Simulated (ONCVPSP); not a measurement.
An all-electron radial function and its pseudo partner (iron (Fe))

Columns: radius, all-electron u(r) and pseudo u(r) of the 3d shell (level -15.96 eV) of iron in the configuration [Ar] 3d6 4s1; PBE, scalar-relativistic, ONCV scheme, ONCVPSP 4.0.1.

```tsv
r (bohr)	all-electron	pseudo
0.105	0.0783	0.0108
0.210	0.3075	0.0792
0.315	0.5532	0.2331
0.420	0.7421	0.4566
0.525	0.8609	0.6992
0.630	0.9180	0.9012
0.735	0.9288	1.0204
0.840	0.9089	1.0469
0.945	0.8705	1.0003
1.050	0.8220	0.9142
1.155	0.7690	0.8198
1.260	0.7147	0.7357
1.365	0.6613	0.6670
1.470	0.6099	0.6106
1.575	0.5613	0.5613
1.680	0.5158	0.5157
1.785	0.4734	0.4733
1.890	0.4340	0.4340
1.995	0.3977	0.3976
2.100	0.3641	0.3641
2.205	0.3332	0.3332
2.310	0.3048	0.3047
2.415	0.2786	0.2786
2.520	0.2546	0.2545
2.625	0.2325	0.2325
2.730	0.2122	0.2122
```

(1) How many radial nodes do the two functions have?

(2) At about which radius was the pseudo-wave matched?

(3) Is the pseudo-wave norm-conserving?

## Answers

(1) The all-electron 3d function has n − l − 1 = 0; the pseudo-wave has 0.

(2) 1.60 bohr, where the columns begin to agree (steps of 0.10 bohr).

(3) Yes: the ONCV scheme keeps the norm inside the radius equal to the all-electron one, which fixes the energy derivative of the logarithmic derivative at the level.
